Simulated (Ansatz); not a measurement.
A geometry relaxed with PBE-D3(BJ)/def2-TZVP in Ansatz (a quantum-chemistry and plane-wave program), charge 0, multiplicity 1:

```xyz
9

C      1.2381     0.1686    -0.1306
N     -1.4868    -0.7618    -0.2079
H      2.0275     0.4749    -0.8333
H     -1.8095     1.3241     0.0546
N      1.3151    -0.6557     0.8214
O      0.1112     0.9179    -0.3973
C     -1.1625     0.4555    -0.1396
H     -2.4908    -0.8654    -0.0257
H      2.2578    -1.0580     0.8584
```

Question: Write the SMILES of this molecule.

Answer: `[H]/N=C/O/C=N/[H]`
